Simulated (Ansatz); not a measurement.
Consider the cleavage of the Ge–Ge bond: `[OH][GeH2][GeH2][F]` + H–F → `[F][GeH2][F]` + `[OH][GeH3]`.

Computed with Ansatz on PBE0-D4/def2-TZVP structures; ΔE is electronic, products minus reactants. CBS: MP2 limit from def2 TZ/QZ plus the TZ coupled-cluster correction, frozen cores. This one scheme is used for every species. For Ge outer-core shells are correlated without core-valence functions, which leaves a few kJ/mol of doubt a bond. Scalar relativity is left out up to krypton. One conformer a species, not always the lowest.

`[OH][GeH2][GeH2][F]`:

```xyz
9

O     2.001    0.195    0.810
Ge    0.896   -0.176   -0.547
Ge   -1.380    0.314    0.181
F    -2.448   -0.329   -1.049
H     2.022   -0.501    1.470
H     1.035   -1.658   -0.947
H     1.354    0.749   -1.681
H    -1.767   -0.408    1.486
H    -1.712    1.813    0.277
```

H–F:

Cartesian coordinates in Å:
```
F -0.110 -0.441 -0.074
H 0.110 0.441 0.074
```

`[F][GeH2][F]`:

```xyz
5

F     1.579   -0.417    0.292
Ge   -0.070   -0.058   -0.065
F    -0.407    1.395    0.800
H    -0.932   -1.170    0.530
H    -0.171    0.249   -1.558
```

`[OH][GeH3]`:

Z-matrix (Å, degrees):
```
Ge
O 1 1.783
H 1 1.531 2 104.3
H 1 1.541 2 109.9 3 119.6
H 1 1.541 2 109.9 3 -119.6
H 2 0.959 1 112.7 3 180.0
```

```
              species  CCSD(T)/CBS(def2) energy (Eh)
`[OH][GeH2][GeH2][F]`                    -4330.24902
                  H–F                     -100.39570
       `[F][GeH2][F]`                    -2276.96403
         `[OH][GeH3]`                    -2153.69723
```

(1) Work out ΔE.

Largest T1 diagnostic among the species: 0.012.

Answers

(1) ΔE = (-2276.96403) + (-2153.69723) − (-4330.24902) − (-100.39570) = -0.01654 Eh = -43.4 kJ/mol.

In def2-TZVPP, CCSD(T) changes the Hartree–Fock value by +26.2 kJ/mol (the triples alone add +1.9 kJ/mol) and MP2 by +25.4 kJ/mol. The D4 term adds +6.9 kJ/mol with B3LYP and +4.0 kJ/mol with PBE0; it sums over pairs of atoms, weighted by their polarisabilities, and B3LYP, whose exchange is more repulsive, gets the larger term.

B3LYP here is the variant with VWN-RPA as its local correlation; programs differ in this.
